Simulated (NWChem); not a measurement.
System: CH4ClGaO; SMILES C[O][GaH][Cl]

Output (shortened):

```
             Northwest Computational Chemistry Package (NWChem) 7.3.0
             --------------------------------------------------------

                             Geometry "geometry" -> ""
                             -------------------------

 Output coordinates in angstroms (scale by  1.889725989 to convert to a.u.)

  No.       Tag          Charge          X              Y              Z
 ---- ---------------- ---------- -------------- -------------- --------------
    1 Ga                  31.0000    -0.42347700     0.02459000    -0.00065900
    2 H                    1.0000    -1.94828800    -0.26230100    -0.00319600
    3 Cl                  17.0000     0.39278200     1.99976800    -0.00224800
    4 O                    8.0000     0.81600700    -1.24106300     0.00474100
    5 C                    6.0000     0.56289800    -2.61642300     0.00353500
    6 H                    1.0000     1.00980700    -3.08717700    -0.88996800
    7 H                    1.0000     1.01977000    -3.08972700     0.89055800
    8 H                    1.0000    -0.51490000    -2.87245400     0.00921600

 Effective nuclear repulsion energy (a.u.)     343.3025009135

                              NWChem Property Module
                              ----------------------

  itol2e modified to match energy
  convergence criterion.

                                 NWChem DFT Module
                                 -----------------

 Summary of "ao basis" -> "ao basis" (spherical)
 ------------------------------------------------------------------------------
       Tag                 Description            Shells   Functions and Types
 ---------------- ------------------------------  ------  ---------------------
 Ga                         pcsseg-1                15       41   5s7p3d
 H                          pcsseg-1                 3        5   2s1p
 Cl                         pcsseg-1                10       24   4s5p1d
 O                          pcsseg-1                 7       17   3s3p1d
 C                          pcsseg-1                 7       17   3s3p1d

  itol2e modified to match energy
  convergence criterion.

            General Information
            -------------------
          SCF calculation type: DFT
          Wavefunction type:  closed shell.
          No. of atoms     :     8
          No. of electrons :    66
           Alpha electrons :    33
            Beta electrons :    33
          Charge           :     0
          Spin multiplicity:     1
          Use of symmetry is: off; symmetry adaption is: off
          Maximum number of iterations: 150
          AO basis - number of functions:   119
                     number of shells:    51
          Convergence on energy requested:  1.00D-07
          Convergence on density requested:  1.00D-05
          Convergence on gradient requested:  5.00D-04

              XC Information
              --------------
                        BHLYP Method XC Functional
                     Hartree-Fock (Exact) Exchange  0.500
                        Slater Exchange Functional  0.500 local
                    Becke 1988 Exchange Functional  0.500 non-local
              Lee-Yang-Parr Correlation Functional  1.000

             Grid Information
             ----------------
          Grid used for XC integration:  fine
          Radial quadrature: Mura-Knowles
          Angular quadrature: Lebedev.
          Tag              B.-S. Rad. Rad. Pts. Rad. Cut. Ang. Pts.
          ---              ---------- --------- --------- ---------
          Ga                  1.30      140          11.0       974
          H                   0.35       60          12.0       590
          Cl                  1.00      123          13.0       770
          O                   0.60       70          10.0       590
          C                   0.70       70          12.0       590
          Grid pruning is: on
          Number of quadrature shells:   643
          Spatial weights used:  Erf1

[...]

          -----------------------------------------
          Chemical Shielding Tensors (GIAO, in ppm)
          -----------------------------------------

                                NWChem CPHF Module
                                ------------------

  scftype          =     RHF
  nclosed          =       33
  nopen            =        0
  variables        =     2838
  # of vectors     =        3
  tolerance        = 0.10D-03
  level shift      = 0.00D+00
  max iterations   =       50
  max subspace     =       30

 SCF residual:    6.6044437050474729E-005

Iterative solution of linear equations
  No. of variables     2838
  No. of equations        3
  Maximum subspace       30
        Iterations       50
       Convergence  1.0D-04

   iter   nsub   residual    time
   ----  ------  --------  ---------
     1      3    8.42D-01     112.9
     2      6    5.09D-02     128.4
     3      9    7.63D-03     143.6
     4     12    9.98D-04     163.0
     5     15    5.90D-05     177.3

      Atom:    1  Ga
        Diamagnetic
   2637.3774      0.4404      0.0002
      0.4404   2644.7148     -0.0083
      0.0002     -0.0083   2637.6190

        Paramagnetic
  -1053.0134     21.6198      0.5825
     21.6198  -1151.7462     -0.3972
      0.5825     -0.3972  -1347.7388

        Total Shielding Tensor
   1584.3640     22.0601      0.5827
     22.0601   1492.9686     -0.4056
      0.5827     -0.4056   1289.8802

           isotropic =    1455.7376
          anisotropy =     200.5098

          Principal Components and Axis System
                 1           2           3
             1589.4108   1487.9239   1289.8781

      1         0.9748     -0.2230     -0.0021
      2         0.2230      0.9748      0.0022
      3         0.0016     -0.0027      1.0000

      Atom:    2  H
        Diamagnetic
     40.8670      4.1207      0.0371
      4.1207     21.3283      0.0040
      0.0371      0.0040     18.6721

        Paramagnetic
     -3.8001     -0.5903     -0.0100
     -0.5903     -0.0603      0.0019
     -0.0100      0.0019      1.3918

        Total Shielding Tensor
     37.0669      3.5303      0.0271
      3.5303     21.2681      0.0060
      0.0271      0.0060     20.0639

           isotropic =      26.1330
          anisotropy =      17.5305

          Principal Components and Axis System
                 1           2           3
               37.8200     20.5151     20.0639

      1         0.9780     -0.2086     -0.0014
      2         0.2086      0.9780     -0.0007
      3         0.0016      0.0004      1.0000

      Atom:    3  Cl
        Diamagnetic
   1146.8448      3.0921     -0.0030
      3.0921   1154.9327     -0.0089
     -0.0030     -0.0089   1145.8838

        Paramagnetic
   -300.9557    139.4226     -0.4338
    139.4226   -193.3467      0.3181
     -0.4338      0.3181   -168.5168

        Total Shielding Tensor
    845.8891    142.5147     -0.4368
    142.5147    961.5860      0.3092
     -0.4368      0.3092    977.3670

           isotropic =     928.2807
          anisotropy =     193.8971

          Principal Components and Axis System
                 1           2           3
             1057.5455    977.3683    749.9284

      1         0.5585     -0.0020      0.8295
      2         0.8295      0.0012     -0.5585
      3         0.0002      1.0000      0.0024

      Atom:    4  O
        Diamagnetic
    392.7046     -7.4189      0.0493
     -7.4189    423.9596     -0.0343
      0.0493     -0.0343    383.2824

        Paramagnetic
   -109.4827    -87.1522     -0.0901
    -87.1522   -310.8462      0.0439
     -0.0901      0.0439    -35.6899

        Total Shielding Tensor
    283.2219    -94.5710     -0.0408
    -94.5710    113.1134      0.0095
     -0.0408      0.0095    347.5924

           isotropic =     247.9759
          anisotropy =     149.4249

          Principal Components and Axis System
                 1           2           3
              347.5925    325.3600     70.9753

      1        -0.0017      0.9134      0.4070
      2         0.0007     -0.4070      0.9134
      3         1.0000      0.0019      0.0000

      Atom:    5  C
        Diamagnetic
    238.1500      2.5375     -0.0062
      2.5375    258.2624      0.0120
     -0.0062      0.0120    236.0258

        Paramagnetic
   -138.1807      6.1670      0.0315
      6.1670    -77.7738      0.0444
      0.0315      0.0444   -130.9222

        Total Shielding Tensor
     99.9693      8.7045      0.0253
      8.7045    180.4886      0.0564
      0.0253      0.0564    105.1037

           isotropic =     128.5205
          anisotropy =      79.3476

          Principal Components and Axis System
                 1           2           3
              181.4189    105.1037     99.0390

      1         0.1063      0.0031      0.9943
      2         0.9943     -0.0011     -0.1063
      3         0.0008      1.0000     -0.0032

      Atom:    6  H
        Diamagnetic
     23.6602     -3.3753     -4.1775
     -3.3753     31.7923      7.0034
     -4.1775      7.0034     30.4081

        Paramagnetic
      0.3101      1.7821      2.6002
      1.7821      0.3587     -3.2960
      2.6002     -3.2960     -4.0884

        Total Shielding Tensor
     23.9702     -1.5933     -1.5773
     -1.5933     32.1509      3.7074
     -1.5773      3.7074     26.3196

           isotropic =      27.4803
          anisotropy =      10.3594

          Principal Components and Axis System
                 1           2           3
               34.3865     24.8879     23.1664

      1        -0.2006     -0.4524      0.8690
      2         0.8747     -0.4822     -0.0491
      3         0.4412      0.7502      0.4924

      Atom:    7  H
        Diamagnetic
     23.7582     -3.4559      4.2457
     -3.4559     31.8131     -6.9718
      4.2457     -6.9718     30.2826

        Paramagnetic
      0.2491      1.8283     -2.6450
      1.8283      0.3398      3.2878
     -2.6450      3.2878     -4.0112

[...]
```

Level: BHandHLYP/pcSseg-1, GIAO. Geometry: optimised at PBE0/def2-SVP. The printed shielding anisotropy is the first printed principal value minus the mean of the other two.

**Question.** Which NWChem input produces such a log?

**Answer.** One answer among several that fit: the input that was run:
```
start job
memory heap 200 mb stack 900 mb global 1100 mb
geometry units angstroms noautosym nocenter noautoz
  Ga    -0.423477     0.024590    -0.000659
  H     -1.948288    -0.262301    -0.003196
  Cl     0.392782     1.999768    -0.002248
  O      0.816007    -1.241063     0.004741
  C      0.562898    -2.616423     0.003535
  H      1.009807    -3.087177    -0.889968
  H      1.019770    -3.089727     0.890558
  H     -0.514900    -2.872454     0.009216
end
basis spherical
  Ga library pcsseg-1
  H library pcsseg-1
  Cl library pcsseg-1
  O library pcsseg-1
  C library pcsseg-1
end
dft
  xc bhlyp
  iterations 150
end
property
  shielding
end
task dft property
```
